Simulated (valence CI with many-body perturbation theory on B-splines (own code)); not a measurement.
## Which ion has this spectrum?

A relativistic CI+MBPT calculation for an atom or ion with 22 electrons gives these levels (cm⁻¹):

```
J  Parity       E     g
0    even       0      
1    even  175981  1.49
2    even  252181  1.30
4    even  254061  1.10
3    even  278773  1.20
0    even  409811      
4    even  426930  1.15
2    even  430110  1.12
3    even  441821  1.11
5    even  468699  1.08
6    even  487624  1.08
1    even  487971  1.17
4    even  517353  1.03
3    even  522067  1.11
```

The energies are calculated, and their last digits are not significant.

Task: Which is it?
A. Eu41+
B. Pm39+
C. Ce36+
D. Nd38+

Result: B. Pm39+, ground level (3d3/2^4) J=0.
